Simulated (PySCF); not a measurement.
Tc: ionisation energy

Tc [Kr] 4d5 5s2 (6S) → Tc⁺ [Kr] 4d5 5s1 (7S), as a difference of total energies. Calculation: PySCF 2.14, in x2c-TZVPall (8s6p6d1f, 63 functions); scalar relativity by spin-free X2C-1e. Correlated levels: valence: [Kr] frozen. The calculations carry no spin-orbit coupling.

```json
{"method": "UHF", "ionisation energy (eV)": "5.539"}
{"method": "B3LYP", "ionisation energy (eV)": "7.257"}
{"method": "PBE0", "ionisation energy (eV)": "6.719"}
{"method": "MP2 (valence)", "ionisation energy (eV)": "6.476"}
{"method": "SCS-MP2 (valence)", "ionisation energy (eV)": "6.682"}
```

Q: How much does correlation contribute at MP2 (valence)?

A: 6.476 − (5.539) = 0.937 eV, measured against UHF.

Errors of the correlated levels include the incompleteness of this basis and the frozen core.

MP2 underrates the near-degeneracy of ns² with np² in the lower species.

For comparison: 7.119 eV (measured; NIST Atomic Spectra Database, ionization energies).
